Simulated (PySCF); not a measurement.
# Dipole moment and polarisability of `[NH3+][GaH3-]`

GaH6N.
Cartesian coordinates in Å at the PBE0-D3(BJ)/def2-SVP level; atoms count from 1:
```
atom  x, y, z in Å
N1    -1.0143   -0.1210    0.0166
Ga2    1.1219    0.1418   -0.0299
H3    -1.4516    0.4812    0.7135
H4    -1.2556   -1.0852    0.2443
H5    -1.4315    0.0971   -0.8879
H6     1.1630    1.6357   -0.5515
H7     1.4677   -1.0121   -1.0576
H8     1.4185   -0.1187    1.5032
```

Level: B3LYP/def2-SVPD (PySCF), static field, nuclei fixed, core orbitals frozen in the response. The polarisability tensor in these axes (au):

```
x   48.28  0.00  0.01
y    0.00 48.54  0.00
z    0.01  0.00 48.54
```

**Question.** Give the principal values, the mean and the anisotropy Δα = √{½[(α1 − α2)² + (α2 − α3)² + (α1 − α3)²]}.

**Answer.** Principal values 48.28, 48.54 and 48.54 au; mean 48.45 au = 7.18 Å³ = 7.99 × 10⁻⁴⁰ C²·m²/J; Δα = 0.26 au (1 % of the mean).

**Question.** What is the dipole moment, and where does it point?

**Answer.** (-4.99, -0.61, 0.11) D, 5.03 D in size, pointing from the negative to the positive side. Measured along this direction, the outermost atoms are H6, H8 and H7 at the negative end and H3, H5 and H4 at the positive end.

**Question.** What are the principal values of the traceless quadrupole moment, Θ = ½Σq(3rr − r²1), about the centre of nuclear charge?

**Answer.** -5.22, -5.21, 10.43 D·Å. The values depend on the origin, since the dipole doesn't vanish. The electronic extent ⟨r²⟩ about the same centre is 238 bohr², a root-mean-square distance of 1.23 Å for the 44 electrons.

**Question.** Form Σ f/ω² (atomic units) for the 10 lowest TDDFT singlets, given as eV and f, and set it beside the mean polarisability, which is this sum over all singlets: 5.67, 0.0138; 5.68, 0.0138; 7.08, 0.0726; 7.08, 0.0731; 7.56, 0.0001; 7.63, 0.0203; 7.63, 0.0208; 7.65, 0.1430; 7.75, 0.0015; 7.86, 0.1131.

**Answer.** They add up to 6.49 au, 13.4 % of the 48.45 au; the largest single term is 1.81 au, from the state at 7.65 eV. Terms in order: 0.32, 0.32, 1.07, 1.08, 0.00, 0.26, 0.26, 1.81, 0.02, 1.35 au. Higher excitations give the rest. The strengths listed sum to 0.472.

**Question.** Refractivity n − 1 of an ideal gas of it at 500 K and 1 atm, from the electronic α?

**Answer.** N = p/kT = 1.4678 × 10¹⁹ cm⁻³, so n − 1 = 2π × N × 7.18 × 10⁻²⁴ cm³ = 662 × 10⁻⁶ at long wavelengths, for an ideal gas.

Isolated species at its PBE0-D3(BJ)/def2-SVP geometry, gas phase. The calculation is non-relativistic, for gallium too.
